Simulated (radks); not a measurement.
Values are calculated unless marked as measured or tabulated.
Q: The gadolinium ion Gd+ is in [Xe] 4f7 5d1 6s1. Code: a radial shooting solver on a logarithmic mesh with Libxc functionals. Model: scalar-relativistic Kohn-Sham, r2SCAN, spin-polarised, spherical densities, finite nucleus; meta-GGA in the generalised Kohn-Sham scheme; Fermi nuclear charge, rms radius of each element as measured or else 0.836 A^(1/3) + 0.57 fm. Open shells are filled with parallel spins first. One electron is removed from 4f, 5d, 5p, 6s in turn, with full relaxation. Which removal costs least, and what does each cost?

A: 6s 12.422 eV; 5d 13.041 eV; 4f 25.685 eV; 5p 37.589 eV. The 6s electron leaves first. A further rearrangement lowers the ion to [Xe] 4f8, 12.152 eV above the parent.
